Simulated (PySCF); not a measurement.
C₆H₄F₂.
Numbering: `[F:1][c:2]1[cH:3][cH:4][c:5]([F:6])[cH:7][cH:8]1`

Geometry (PBE0-D3(BJ)/def2-SVP, Å), atoms numbered from 1 in this order:
```
atom  x, y, z in Å
F1    -2.169    0.113   -1.619
C2    -1.102    0.058   -0.823
C3    -0.698    1.204   -0.147
C4     0.418    1.145    0.685
C5     1.101   -0.058    0.822
F6     2.168   -0.112    1.619
C7     0.698   -1.204    0.147
C8    -0.418   -1.145   -0.685
H9    -1.260    2.130   -0.278
H10    0.766    2.023    1.231
H11    1.260   -2.131    0.279
H12   -0.766   -2.023   -1.231
```

NICS = −σ at a ghost point: NICS(0) at the centroid of the ring atoms, NICS(1) 1 Å to either side along the normal of their mean plane, zz for the tensor component along that normal. Level: GIAO PBE0/pcSseg-1 (PySCF, non-relativistic, gas phase) on the PBE0-D3(BJ)/def2-SVP geometry, one conformer.

Ring bond lengths (Å), with Mayer bond orders in brackets: C2–C3 1.390 (1.43), C3–C4 1.393 (1.40), C4–C5 1.390 (1.43), C5–C7 1.390 (1.43), C7–C8 1.393 (1.40), C8–C2 1.390 (1.43).

Task: Give the NICS values of each ring in ppm.

Result: 
```
             ring                                              type  NICS(0)  NICS(1), two faces  NICS(1)zz, two faces  rms pucker (Å)  centre to ring atoms, mean (Å)
C2–C3–C4–C5–C7–C8  6-membered carbocycle; formal bonds all aromatic    -11.6       -11.4 / -11.4         -27.3 / -27.3            0.00                            1.39
```

Task: What do they say, and how far can they be read as aromaticity?

Result: 
- C2–C3–C4–C5–C7–C8: mean NICS(1)zz -27.3 ppm, shielded. For a flat ring without four-coordinate atoms the NICS criterion counts such a value as aromatic.

Task: And the bond-length index? HOMA takes Krygowski's 1993 parameters.

Result: 
- C2–C3–C4–C5–C7–C8: HOMA 1.00 = 1 − EN − GEO, with mean bond length 1.391 Å, EN = α(Ropt − mean)² = 0.003 and GEO = α × variance = 0.000. The geometric and the magnetic index point the same way.

On an Intel Xeon at 2.30 GHz with one thread, no GPU, shared host, this took 18 s wall (with the writing of density and orbital grids) and 0.86 GiB of memory at its peak. This is the whole shielding run at PBE0/pcSseg-1, SCF included.
